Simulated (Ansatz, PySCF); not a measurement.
Gas-phase reaction R1 + R2 → P1, each structure at its B3LYP-D3(BJ)/def2-TZVP stationary point, reached from a drawn start (curvature not checked).
R1, NiO (SMILES [O]=[Ni]) (charge 0, multiplicity 3):
```xyz
2

Ni    -0.0091    -0.0183    -0.8125
O      0.0091     0.0183     0.8125
```
P1, H2NiO2 (SMILES [OH][Ni][OH]) (charge 0, multiplicity 3):
```xyz
5

Ni     0.0000    -0.0008    -0.0011
O      1.7299    -0.1034     0.0650
H      2.2934    -0.7611     0.4764
O     -1.7300     0.1026    -0.0661
H     -2.2933     0.7625    -0.4742
```
R2: H2O (SMILES O), charge 0, multiplicity 1.

```csv
level,reaction energy (eV),cost
HF/def2-TZVPP,-3.469,-
HF/def2-QZVPP,-3.478,-
BLYP-D3(BJ)/def2-TZVPP,-2.446,×1
BLYP-D4/def2-TZVPP,-2.432,×1
revPBE-D4/def2-TZVPP,-2.375,×1
r2SCAN/def2-TZVPP,-2.941,×3
r2SCAN-D3(BJ)/def2-TZVPP,-2.949,×3
B3LYP-D4/def2-TZVPP,-2.932,×1
PBE0/def2-TZVPP,-3.133,×1
BHLYP-D3(BJ)/def2-TZVPP,-3.814,×1
MP2/def2-TZVPP,-5.173,-
CCSD/def2-SVP,-4.071,-
CCSD/def2-QZVPP,-4.105,-
"CCSD(T)/CBS(def2-TZVPP, def2-QZVPP)",-4.195,×400*
```

P less R. No zero-point or thermal terms; singlets are restricted closed shells; open shells are unrestricted; no spin–orbit coupling. The spin states of the d-block species are the ones drawn and need not be the lowest.

Frozen-core correlation throughout. CBS: X⁻³ extrapolation of the correlation energy, Hartree–Fock from the larger set.

Doubts at one or more of the structures used: a spin-contaminated determinant (HF/def2-TZVPP, HF/def2-QZVPP, MP2/def2-TZVPP, CCSD/def2-SVP, CCSD/def2-QZVPP, CCSD(T)/CBS(def2-TZVPP, def2-QZVPP)); T1 above 0.05 (CCSD/def2-SVP, CCSD/def2-QZVPP, CCSD(T)/CBS(def2-TZVPP, def2-QZVPP)); a doubt about the state reached (CCSD/def2-SVP, CCSD/def2-QZVPP, CCSD(T)/CBS(def2-TZVPP, def2-QZVPP)).

Codes used: Ansatz (a first-principles code); PySCF for the D3/D4 terms. No computed number here is a measurement.

Costs are rough ratios of core time to PBE/def2-TZVPP (about 40 s over the structures, on one shared machine); a dash marks a level with no comparable run of its own. A star marks coupled-cluster runs past 200 virtual orbitals, where the program's memory plan changes under this machine's limit, so their costs aren't comparable with smaller runs.
